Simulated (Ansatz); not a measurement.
Computed with Ansatz on PBE0-D4/def2-TZVP structures; ΔE is electronic, products minus reactants. CBS: MP2 limit from def2 TZ/QZ plus the TZ coupled-cluster correction, frozen cores. DFT in def2-TZVPP. B3LYP here is the variant with VWN-RPA as its local correlation; programs differ in this. For Ga, Se outer-core shells are correlated without core-valence functions, which leaves a few kJ/mol of doubt a bond. Scalar relativity is left out up to krypton. One conformer a species, not always the lowest.

`C[CH2][GaH][SeH]` + `CO[Si]F` → `[F][GaH][SeH]` + `CC[Si]OC`  (redistribution)

`C[CH2][GaH][SeH]`:

Cartesian coordinates in Å:
```
C 1.159 0.157 0.655
C 0.633 -0.150 -0.739
Ga -1.328 -0.217 -0.932
Se -2.689 0.159 0.924
H 0.811 1.130 1.013
H 2.253 0.176 0.677
H 0.834 -0.590 1.383
H 0.990 0.589 -1.465
H 1.012 -1.114 -1.097
H -2.122 -0.506 -2.251
H -1.552 0.365 1.831
```

`CO[Si]F`:

```xyz
7

C     0.617   -0.439    0.320
O    -0.795   -0.356    0.361
Si   -1.868    0.622   -0.376
F    -0.909    1.586   -1.260
H     1.043    0.317   -0.343
H     1.009   -0.299    1.329
H     0.903   -1.432   -0.032
```

`[F][GaH][SeH]`:

```xyz
5

F     0.130    0.993    1.984
Ga   -0.018    0.564    0.290
Se    0.148   -1.713   -0.043
H    -0.232    1.704   -0.737
H    -0.028   -1.549   -1.493
```

`CC[Si]OC`:

Cartesian coordinates in Å:
```
C -0.369 -1.077 1.198
C -0.802 -1.021 -0.272
Si -1.613 0.672 -0.649
O -0.329 1.694 -0.780
C 1.067 1.531 -0.726
H -1.193 -0.820 1.872
H -0.025 -2.075 1.483
H 0.445 -0.378 1.408
H -1.558 -1.791 -0.463
H 0.043 -1.246 -0.933
H 1.452 1.989 0.189
H 1.365 0.480 -0.746
H 1.516 2.042 -1.581
```

Is it downhill or uphill in electronic energy at CCSD(T)/CBS, and by how much? (An estimate is asked.)

The calculation gave: Uphill: ΔE = +112.5 kJ/mol.

What do these levels give: PBE-D4, ωB97M-V, r2SCAN, B3LYP, MP2/def2-TZVPP, SCS-MP2/def2-TZVPP, CCSD/def2-TZVPP, CCSD(T)/def2-TZVPP, HF/def2-QZVPP, MP2/def2-QZVPP, HF/CBS(def2), MP2/CBS(def2)? (Best estimate.)

Computed: PBE-D4 101.6, ωB97M-V 109.7, r2SCAN 104.2, B3LYP 107.4, MP2/def2-TZVPP 110.1, SCS-MP2/def2-TZVPP 107.2, CCSD/def2-TZVPP 107.0, CCSD(T)/def2-TZVPP 106.3, HF/def2-QZVPP 103.2, MP2/def2-QZVPP 113.6, HF/CBS(def2) 103.2, MP2/CBS(def2) 116.3 kJ/mol.

Largest T1 diagnostic among the species: 0.014.
